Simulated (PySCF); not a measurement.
Calculation: PBE-D3(BJ)/def2-TZVP // PBE0-D4/def2-TZVP (PySCF). All species are isolated molecules in the gas phase. One relaxed conformer stands for a flexible species; it need not be the lowest. Delta-SCF ions had no search for a lower state. Excitations are Tamm–Dancoff values on a coarser integration grid. The basis has no diffuse functions, so Rydberg states are missing or too high.

Reference species (SMILES): `O[SiH]1C=CC=C1` (H–O–Si–C torsion 54°) (neutral, multiplicity 1).

```json
{
  "S1 excitation (TDA)": "4.03 eV",
  "HOMO": "-5.83 eV",
  "vertical ionisation energy (Delta-SCF)": "8.76 eV"
}
```

Changed species: `C1(=C[SiH2]C=C1)O` (H–O–C–C torsion 0°).

### Question
Predict the effect on the S1 excitation (TDA), HOMO and vertical ionisation energy (Delta-SCF).

### Answer
the S1 excitation (TDA) rises by 0.12 eV, to 4.15 eV; the HOMO rises by 0.40 eV, to -5.43 eV; the vertical ionisation energy (Delta-SCF) decreases by 0.42 eV, to 8.34 eV.
